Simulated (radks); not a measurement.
Spherical quantum dot in the effective-mass picture: electrons in a hard-walled sphere of radius 3.67, all in effective atomic units (hartree* = m*/eps^2 hartree, bohr* = eps/m* bohr), one dielectric constant everywhere. Calculated with a radial shooting solver with Libxc functionals: non-relativistic Kohn-Sham, PBEsol, spin-polarised, spherical densities. Levels are named by radial order and angular momentum (1s, 1p, 1d, 2s, ...), and open shells are averaged over m. Results are scaled to m* = 0.063 and eps = 4.6, for which hartree* = 81.02 meV and bohr* = 3.864 nm. Each electron was tried in the lowest free levels, single moves between levels near the top were tried too, and the lowest total energy was kept; such a search can miss a lower state. At N = 1 the Hartree and exchange-correlation terms need not cancel, so that row can carry a self-interaction error.

N,open shells,2S,E (meV),mu = E(N) - E(N-1) (meV),addition energy mu(N+1) - mu(N) (meV),e(HOMO) (meV),rms radius (nm)
1,"1s(up 1, down 0)",1,30.0986,30.099,35.09,43.805,7.605
2,none,0,95.2920,65.193,54.19,78.875,7.942
3,"1p(up 1, down 0)",1,214.676,119.38,27.42,132.90,8.441
4,"1p(up 2, down 0)",2,361.480,146.80,28.09,160.80,8.721
5,"1p(up 3, down 0)",3,536.373,174.89,35.87,189.01,8.916
6,"1p(up 3, down 1)",2,747.141,210.77,26.65,223.92,9.075
7,"1p(up 3, down 2)",1,984.560,237.42,27.29,251.01,9.201
8,none,0,1249.27,264.71,58.95,278.45,9.309
9,"1d(up 1, down 0)",1,1572.93,323.66,26.57,336.91,9.442
10,"1d(up 2, down 0)",2,1923.16,350.23,26.71,363.56,9.554
11,"1d(up 3, down 0)",3,2300.09,376.93,26.78,390.31,9.649
12,"1d(up 4, down 0)",4,2703.80,403.71,26.81,417.11,9.732
13,"1d(up 5, down 0)",5,3134.32,430.52,34.05,443.93,9.806
14,"1d(up 5, down 1)",4,3598.90,464.57,26.11,477.60,9.874
15,"1d(up 5, down 2)",3,4089.58,490.68,26.26,503.80,9.935
16,"1d(up 5, down 3)",2,4606.53,516.94,26.35,530.11,9.991
17,"1d(up 5, down 4)",1,5149.82,543.29,26.40,556.49,10.04
18,none,0,5719.51,569.69,64.31,582.90,10.09
19,"1f(up 1, down 0)",1,6353.51,634.00,25.93,646.96,10.15
20,"1f(up 2, down 0)",2,7013.45,659.93,25.97,672.91,10.20
21,"1f(up 3, down 0)",3,7699.35,685.90,25.99,698.89,10.24
22,"1f(up 4, down 0)",4,8411.23,711.89,26.00,724.89,10.29
23,"1f(up 5, down 0)",5,9149.13,737.89,26.01,750.90,10.33
24,"1f(up 6, down 0)",6,9913.03,763.90,26.01,776.91,10.37
25,"1f(up 7, down 0)",7,10702.9,789.91,32.87,802.92,10.40
26,"1f(up 7, down 1)",6,11525.7,822.78,25.64,835.60,10.44
27,"1f(up 7, down 2)",5,12374.1,848.42,25.68,861.26,10.47
28,"1f(up 7, down 3)",4,13248.3,874.11,25.71,886.96,10.50
29,"1f(up 7, down 4)",3,14148.1,899.82,25.73,912.68,10.53
30,"1f(up 7, down 5)",2,15073.6,925.55,25.75,938.42,10.56
31,"1f(up 7, down 6)",1,16024.9,951.30,25.75,964.17,10.58
32,none,0,17002.0,977.05,64.81,989.93,10.61
33,"2s(up 1, down 0)",1,18043.8,1041.9,32.35,1058.3,10.57
34,"2s(up 1, down 0) 1g(up 1, down 0)",2,19118.1,1074.2,25.45,1086.9,10.60
35,"2s(up 1, down 0) 1g(up 2, down 0)",3,20217.7,1099.7,25.46,1112.4,10.62
36,"2s(up 1, down 0) 1g(up 3, down 0)",4,21342.8,1125.1,25.27,1138.9,10.65
37,"1g(up 5, down 0)",5,22493.2,1150.4,24.30,1161.9,10.74
38,"1g(up 6, down 0)",6,23667.9,1174.7,25.49,1187.4,10.76
39,"1g(up 7, down 0)",7,24868.1,1200.2,25.49,1212.9,10.78
40,"1g(up 8, down 0)",8,26093.7,1225.7,-,1238.4,10.81

All shells are closed at N = 2, 8, 18, 32 (there: 1s2 1p6 1d10 1f14); the second difference of the energy has clear peaks (12 % above both neighbours; the first and last values, which can be the largest, are not judged, and half-filled shells can peak too) at N = 2, 5, 8, 13, 18, 25, 32.
